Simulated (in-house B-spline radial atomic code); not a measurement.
A radial electron density 4πr²n(r) was computed for an atom or ion in its tabulated ground configuration with a B-spline radial code for spherical atoms; method: Dirac-Kohn-Sham PBE, spherical fractional occupations. Columns: r (bohr), 4πr²n(r) (electrons per bohr), bar.

```
0.000538    2.752 #
0.000674    3.961 #
0.000844    5.663 ##
 0.00106    8.079 ###
 0.00132    11.28 ####
 0.00166    15.83 #####
 0.00208    21.81 #######
  0.0026     29.5 ##########
 0.00326    39.28 #############
 0.00408    50.95 #################
 0.00511     64.2 #####################
  0.0064    77.95 ##########################
 0.00801    90.45 ##############################
    0.01    99.46 #################################
  0.0126    103.2 ##################################
  0.0157    100.9 ##################################
  0.0197    94.92 ################################
  0.0247     91.2 ##############################
  0.0309    96.09 ################################
  0.0387      111 #####################################
  0.0485    127.9 ##########################################
  0.0608    132.4 ############################################
  0.0761    119.5 ########################################
  0.0953    104.3 ###################################
   0.119    106.7 ###################################
   0.149    120.3 ########################################
   0.187    113.4 ######################################
   0.234    81.62 ###########################
   0.294    61.43 ####################
   0.368    68.76 #######################
   0.461     71.8 ########################
   0.577     53.4 ##################
   0.722    31.65 ###########
   0.905    19.97 #######
    1.13    14.29 #####
    1.42    9.035 ###
    1.78    4.762 ##
    2.23    2.384 #
    2.79    1.281 
    3.49   0.6464 
    4.37   0.2466 
    5.48  0.06158 
    6.86 0.008966 
    8.59 0.0006524 
    10.8 1.933e-05
```

Question: Which atom or ion is it?
A. Lu+
B. Ta+
C. Os2+
D. Hf+

Answer: B. The area under the curve, ∫4πr²n dr = ∫r·4πr²n d(ln r) on this logarithmic grid, is 72 electrons, which only this option has. The configuration is [Xe] 4f14 5d3 6s1.
